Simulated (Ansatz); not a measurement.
Spin states of the cluster Ca₂Si⁻, each relaxed with B3LYP-D4/def2-TZVPD in Ansatz. Electronic energies in the gas phase.

HSE06 is defined as in plane-wave codes, on full-range PBE exchange. Correlated methods freeze 15 core orbitals; core or outer-core shells of Ca are correlated, in sets that lack core-valence functions. The structure comes from a short search, and lower isomers may exist.

Doublet geometry (C2v within 0.1 Å):

```xyz
3

Ca    0.905    0.816    1.517
Ca   -1.499    0.375   -1.182
Si    0.594   -1.191   -0.335
```

Quartet geometry (C2v within 0.1 Å):

```xyz
3

Ca   -2.322   -0.174    0.217
Ca    1.867    0.547   -1.298
Si    0.455   -0.373    1.081
```

⟨S²⟩: doublet 0.95 at PBE0-D4/def2-TZVPD (pure 0.75), quartet 3.84 at PBE0-D4/def2-TZVPD (pure 3.75).

Run but left out: HF/STO-3G, HF/def2-TZVPD, r2SCAN-D4/def2-TZVPD, CAM-B3LYP-D4/def2-TZVPD, B2PLYP/def2-TZVPD, PBE-QIDH/def2-TZVPD, MP2/def2-TZVPD (doublet: ⟨S²⟩ 1.14 to 2.30, where a pure state has 0.75); HF/def2-TZVPPD, MP2/def2-TZVPPD, CCSD/def2-TZVPPD, CCSD(T)/def2-TZVPPD (flagged by the program: other amplitudes).

Only these spin states were relaxed. The quartet has other bonds than the doublet, so the gap mixes isomer and spin.

| level | quartet − doublet (kJ/mol) | lowest of these | remarks |
| --- | --- | --- | --- |
| PBE-D4/def2-TZVPD | 8.7 | doublet | HOMO above zero (doublet), HOMO above zero (quartet) |
| PBE0-D4/def2-TZVPD | -11.4 | quartet | spin-contaminated (⟨S²⟩ 0.95) (doublet) |
| HSE06-D4/def2-TZVPD | -9.7 | quartet | HOMO above zero (doublet), HOMO above zero (quartet), spin-contaminated (⟨S²⟩ 0.86) (doublet) |
| ωB97M-V/def2-TZVPD | -2.4 | quartet | – |
| RPA@PBE/def2-TZVPD | -16.1 | quartet | – |

Change of the quartet − doublet gap on mixing in exact exchange, in kJ/mol: PBE to PBE0 (25 % exact exchange) -20.1.
